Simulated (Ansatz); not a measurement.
Species: sum formula H$_{2}$SiO$_{2}$F (charge 0, doublet). It need not be the lowest isomer of its formula. 
Structure (B3LYP-D3(BJ)/def2-TZVP (Ansatz, a program for electronic structure) minimum search):
```xyz
6

O      1.1463    -0.7727     0.6740
Si    -0.0084    -0.1699    -0.3317
O     -1.4435    -0.2478     0.4507
F      0.2342     1.3860    -0.6233
H      2.0419    -0.8705     0.3373
H     -1.6551    -1.0613     0.9183
```
Charge 0, spin multiplicity 2.

Total electronic energies in hartree. Correlated levels leave the core frozen unless marked. Open shells are spin-unrestricted. Spin-orbit coupling is left out. No relativistic terms. CBS(X,Y): correlation extrapolated as X^-3; Hartree-Fock from the larger set (for Q and 5 zeta extrapolated as (X+1)exp(-9√X)).

```json
[
 {"level": "HF/cc-pVTZ", "program": "Ansatz", "energy (Eh)": "-539.50866"},
 {"level": "BLYP-D3(BJ)/def2-TZVPD", "program": "Ansatz + dftd3", "energy (Eh)": "___"},
 {"level": "PBE0/6-31G*", "program": "Ansatz", "energy (Eh)": "___"},
 {"level": "r2SCANh/def2-TZVPD", "program": "Ansatz", "energy (Eh)": "-541.08113"},
 {"level": "LC-wPBE-D3(BJ)/def2-TZVPD", "program": "Ansatz + dftd3", "energy (Eh)": "-541.00285"},
 {"level": "LC-wPBE-D4/def2-TZVPD", "program": "Ansatz + dftd4", "energy (Eh)": "-541.00375"},
 {"level": "SCS-MP2/6-31G", "program": "Ansatz", "energy (Eh)": "-539.59284"},
 {"level": "CCSD/cc-pV(5+d)Z", "program": "Ansatz", "energy (Eh)": "-540.47350"},
 {"level": "CCSD(T)/CBS(cc-pV(Q+d)Z,cc-pV(5+d)Z)", "program": "Ansatz", "energy (Eh)": "-540.5353"}
]
```

What belongs in the gaps?


- BLYP-D3(BJ)/def2-TZVPD, energy (Eh): -541.21271
- PBE0/6-31G*, energy (Eh): -540.67653
